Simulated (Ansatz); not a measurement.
# One elementary step

Start structure (SiNH7O2, singlet), relaxed at PBE0-D4/def2-TZVP:

```
11
angstrom
Si -1.1616 0.5278 0.0010
N -0.5184 -1.0709 0.2754
H -1.4522 0.5392 -1.4593
H -2.3963 0.8278 0.7668
O -0.0678 1.6378 0.4762
H 1.3927 -0.5927 -0.0963
O 2.1364 0.0386 -0.1395
H -0.4792 -1.4026 1.2298
H -0.8727 -1.8068 -0.3193
H 0.8496 1.4079 0.2484
H 2.5693 -0.1061 -0.9831
```

The step: SiNH₅O ([NH2][SiH2][OH]) + H₂O → SiH₄O₂ ([OH][SiH2][OH]) + NH₃ (still joined by a long Si–N bond); bonds formed: Si1–O7, N2–H6; bonds broken: H6–O7; bonds weakened to dative contacts: Si1–N2. Ansatz 0.2.0; basis: def2-TZVPP and def2-QZVPP; cores frozen in the correlated methods. Extrapolation: Hartree–Fock as exp(−7.88 √X), correlation as X^−2.97. Energies below are by CCSD(T) at an estimated basis limit (MP2 extrapolated from triple and quadruple zeta, plus CCSD(T) − MP2 in triple zeta).

(1) What are the electronic barrier and the energy of the step, from the start structure to the end structure? (An estimate is asked for; the value comes from the calculation.)

T1 diagnostic: at most 0.012.

Answers

(1) By the calculation: Barrier 112.9 kJ/mol; step energy -26.0 kJ/mol (downhill); reverse barrier, their difference, 138.8 kJ/mol. Barrier and step energy count from the start structure, the reverse barrier from the end structure.

The saddle point: One imaginary mode of 971i cm⁻¹.
```csv
pair,start (Å),saddle (Å),end (Å)
Si1–O7,3.34,2.09,1.67
N2–H6,2.00,1.20,1.01
Si1–N2,1.74,1.87,2.13
H6–O7,0.98,1.30,2.62
```

Zero-point energy (harmonic, PBE0-D4): ZPE is 219.6 kJ/mol at the start and 213.4 kJ/mol at the saddle, so the barrier goes from 112.9 to 106.7 kJ/mol.

First-order rate constant out of the start structure at 298 K by transition-state theory, with harmonic vibrational free energies alone and no tunnelling: ΔA‡ = 111.2 kJ/mol, so k = (kB T/h) exp(−ΔA‡/kB T) ≈ 10^-7 s⁻¹ (an order of magnitude at best: rotation, the number of equivalent paths and anharmonicity are left out).

The step is the kind of ligand exchange by which a precursor binds to a hydroxyl group, or is hydrolysed, in atomic layer deposition of oxides.

Labels in which every atom is bracketed show which atoms are joined, not bond orders.

For scale, one of the runs: CCSD(T)/def2-TZVPP, 233 basis functions, launched by `ansatz run in.yaml --threads 4 --pin off --events-out ev --progress --plain --max-ram 9574MiB`. Time: 2.5 min of wall clock on 4 CPU threads of an Arm Neoverse N1; the host was shared. Peak host memory: 4.2 GiB.
